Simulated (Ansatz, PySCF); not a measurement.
Species: CH3Cl2Si, charge 0, multiplicity 2. It need not be the lowest isomer of its formula. 
Structure (B3LYP-D3(BJ)/def2-TZVP (Ansatz, a first-principles code) minimum search):
SMILES: C[Si](Cl)Cl
```xyz
7

C     -1.8715    -0.7602    -0.3319
Si    -0.0314    -0.4258    -0.4281
Cl     0.2635     1.5712    -0.9004
Cl     0.8173    -0.8072     1.4245
H     -2.0498    -1.8023    -0.0659
H     -2.3131    -0.1161     0.4321
H     -2.3419    -0.5477    -1.2923
```
Charge 0, spin multiplicity 2.

Dipole moments at this geometry, in debye (magnitudes).

```
level                    program  dipole (D)
-----------------------  -------  ----------
HF/def2-TZVPD              PySCF        2.20
SVWN5/def2-TZVPD          Ansatz        2.08
BLYP/def2-TZVPD           Ansatz        2.01
revPBE/def2-TZVPD         Ansatz        2.02
B97M-V/def2-TZVPD         Ansatz        2.06
B3LYP/def2-TZVPD          Ansatz        2.07
PBE0/def2-TZVPD           Ansatz        2.10
TPSSh/def2-TZVPD           PySCF        2.05
r2SCANh/def2-TZVPD        Ansatz        2.09
M06-2X/def2-TZVPD          PySCF        2.15
HSE06/def2-TZVPD          Ansatz        2.10
wB97M-V/def2-TZVPD        Ansatz        2.08
wB97X-V/def2-TZVPD        Ansatz        2.11
CCSD(T)/aug-cc-pV(D+d)Z   Ansatz        2.01
```
